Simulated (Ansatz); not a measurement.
Total energies of BrClGeH₂, SMILES `[Cl][GeH2][Br]`.

```xyz
5

Cl   -0.2153    0.9519    1.8087
Ge    0.1822   -0.0274   -0.0535
Br   -1.8167   -0.5584   -1.0448
H     0.9199    0.9603   -0.9575
H     0.9299   -1.3264    0.2472
```

Charge 0, multiplicity 1. Correlated methods include outer-core shells of Br, Ge, which these sets cover unevenly. Scalar relativity is left out up to krypton. All single points use the PBE0-D4/def2-TZVP geometry. Basis def2-TZVPP, Ansatz.

RPA on PBE orbitals: Hartree–Fock energy of these orbitals -5108.49440 Eh, correlation -1.11921 Eh (frozen core).

```
functional  energy without D4 (Eh)  D4 term (kJ/mol)
    B2PLYP             -5111.77424                 –
  PBE-QIDH             -5111.22888                 –
```

Task: Give the same for LDA (SPW92), PBE, revPBE, BLYP, r2SCAN, B97M-V, PBE0, B3LYP, r2SCANh, r2SCAN0, HSE06 (plane-wave form), BHLYP, CAM-B3LYP, LC-ωPBE, ωB97X-V, ωB97M-V. (Best estimate.)

Result: Ansatz gave: 
```json
{"functional": "LDA (SPW92)", "energy without D4 (Eh)": "-5104.43505", "D4 term (kJ/mol)": "–"}
{"functional": "PBE", "energy without D4 (Eh)": "-5111.76208", "D4 term (kJ/mol)": "-12.4"}
{"functional": "revPBE", "energy without D4 (Eh)": "-5112.18846", "D4 term (kJ/mol)": "-29.8"}
{"functional": "BLYP", "energy without D4 (Eh)": "-5112.72774", "D4 term (kJ/mol)": "-26.5"}
{"functional": "r2SCAN", "energy without D4 (Eh)": "-5112.60344", "D4 term (kJ/mol)": "-2.6"}
{"functional": "B97M-V", "energy without D4 (Eh)": "-5111.68950", "D4 term (kJ/mol)": "–"}
{"functional": "PBE0", "energy without D4 (Eh)": "-5111.94609", "D4 term (kJ/mol)": "-10.6"}
{"functional": "B3LYP", "energy without D4 (Eh)": "-5112.74673", "D4 term (kJ/mol)": "-20.5"}
{"functional": "r2SCANh", "energy without D4 (Eh)": "-5112.59401", "D4 term (kJ/mol)": "-2.9"}
{"functional": "r2SCAN0", "energy without D4 (Eh)": "-5112.58120", "D4 term (kJ/mol)": "-3.3"}
{"functional": "HSE06 (plane-wave form)", "energy without D4 (Eh)": "-5111.94336", "D4 term (kJ/mol)": "-10.1"}
{"functional": "BHLYP", "energy without D4 (Eh)": "-5112.62904", "D4 term (kJ/mol)": "-18.9"}
{"functional": "CAM-B3LYP", "energy without D4 (Eh)": "-5112.91539", "D4 term (kJ/mol)": "-11.1"}
{"functional": "LC-ωPBE", "energy without D4 (Eh)": "-5111.90454", "D4 term (kJ/mol)": "–"}
{"functional": "ωB97X-V", "energy without D4 (Eh)": "-5112.16353", "D4 term (kJ/mol)": "–"}
{"functional": "ωB97M-V", "energy without D4 (Eh)": "-5112.36981", "D4 term (kJ/mol)": "–"}
```

B3LYP takes the VWN-RPA correlation (the form of Gaussian; ORCA's B3LYP/G). HSE06 is the plane-wave form, built on full-range PBE exchange. The double hybrids freeze the cores in their second-order part.

LC-ωPBE has ω = 0.4 bohr⁻¹.
